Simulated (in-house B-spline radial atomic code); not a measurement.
Checks on a self-consistent run for the iron ion Fe⁴⁺, [Ar] 3d4. Computed with an all-electron radial atomic-structure program (B-spline basis): Dirac-Hartree-Fock, average of configuration, Fermi nucleus of rms radius 3.7377 fm.

| orbital | q | ε (Eh) | <1/r> | <r²> | small-component weight |
| --- | --- | --- | --- | --- | --- |
| 1s1/2 | 2 | -266.07959 | 25.9826 | 0.00459054 | 0.0087497 |
| 2s1/2 | 2 | -34.76589 | 5.61399 | 0.083021 | 0.0016252 |
| 2p1/2 | 2 | -30.13656 | 5.53045 | 0.0666144 | 0.0015901 |
| 2p3/2 | 4 | -29.67067 | 5.43413 | 0.0681822 | 0.0015688 |
| 3s1/2 | 2 | -6.42132 | 1.77257 | 0.723975 | 0.00035557 |
| 3p1/2 | 2 | -4.93714 | 1.65307 | 0.79599 | 0.00031838 |
| 3p3/2 | 4 | -4.87352 | 1.63296 | 0.810414 | 0.00031396 |
| 3d3/2 | 1.6 | -2.75165 | 1.38387 | 1.02084 | 0.00023573 |
| 3d5/2 | 2.4 | -2.74471 | 1.37925 | 1.0267 | 0.00023463 |

Electron-electron repulsion V_ee = 433.7027 hartree.

Task: What total energy follows from the eigenvalues?

Result: The eigenvalues count the repulsion twice, so E = Σqε - V_ee = -833.848 - 433.703 = -1267.550 hartree; the run printed -1267.550.

Task: Does the Dirac virial theorem hold?

Result: For a point nucleus E = -2c²Σq·w, with w the small-component weight. Here Σq·w = 0.033749 and c = 137.0360, so the ratio E/(-2c²Σq·w) is 1.000006; the finite nucleus accounts for the departure from 1.

Task: What diamagnetic shielding (Lamb formula) and susceptibility (Langevin formula) do the radii give?

Result: σ = (α²/3)Σq<1/r> = 114.898/(3·137.036²) = 2039.5 ppm, and χ = -0.79199×10⁻⁶·Σq<r²> = -8.68×10⁻⁶ cm³/mol with Σq<r²> = 10.96 bohr². Both are non-relativistic formulas without the paramagnetism of open shells.
